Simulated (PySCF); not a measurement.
# Polarisability and C₆ of Ir+ (iridium, charge +1)

[Xe] 4f14 5d7 6s1, high-spin 5F determinant. Calculation: PySCF 2.14, in aug-cc-pwCVTZ-PP with ECP60MDF (8s8p7d4f3g, 122 functions); scalar relativity through the core potential. Coupled (time-dependent) response in atomic units; α is the mean over directions.

```csv
method,mean α (bohr³),C₆ (like pair),S(−4)
HSE06,25.26,204.5,242.7
```

S(−4) is the Cauchy moment in α(ω) = α(0) + S(−4) ω² + …

Spin-orbit coupling is absent.

α(iu) at HSE06:

```tsv
u (hartree)	α(iu) (bohr³)
0	25.26
0.0500	24.67
0.100	23.13
0.200	18.98
0.300	15.27
0.500	10.47
0.750	7.279
1.00	5.443
1.50	3.429
2.00	2.367
3.00	1.314
5.00	0.5660
```

For an ion, C₆ is the dispersion term alone; charge-induced terms of lower order in 1/R come first.

Energies and moments cover only the electrons outside the core potential. Spin-orbit coupling, absent here, splits the open shell strongly.
